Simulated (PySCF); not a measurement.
## Working out the ionisation energy of Ru

Ru [Kr] 4d7 5s1 (5F) → Ru⁺ [Kr] 4d7 (4F). Calculation: PySCF 2.14, in aug-cc-pVDZ-PP with ECP28MDF (5s5p4d2f, 54 functions); scalar relativity through the core potential. Frozen: 4s2 4p6. Energies in hartree (1 hartree = 27.21139 eV):

```tsv
part	Ru (lower)	Ru⁺ (upper)
UHF	-93.812410	-93.581036
CCSD correlation	-0.159016	-0.129105
(T)	-0.004801	-0.002829
```

Problem. What does Hartree-Fock give?

Solution. (-93.581036) − (-93.812410) = 0.231374 hartree = 6.296 eV.

Problem. What do CCSD and CCSD(T) give?

Solution. The CCSD correlation energies differ by 0.029911 hartree = 0.814 eV and the triples by 0.001972 hartree = 0.054 eV, so CCSD gives 7.110 eV and CCSD(T) 7.164 eV.

Measured between the centres of the two terms (NIST): 7.365 eV, so CCSD(T) (valence) is off by -0.201 eV.

A double-zeta basis recovers only part of the correlation energy.

What remains against the reference includes basis incompleteness, the frozen core and higher excitations.
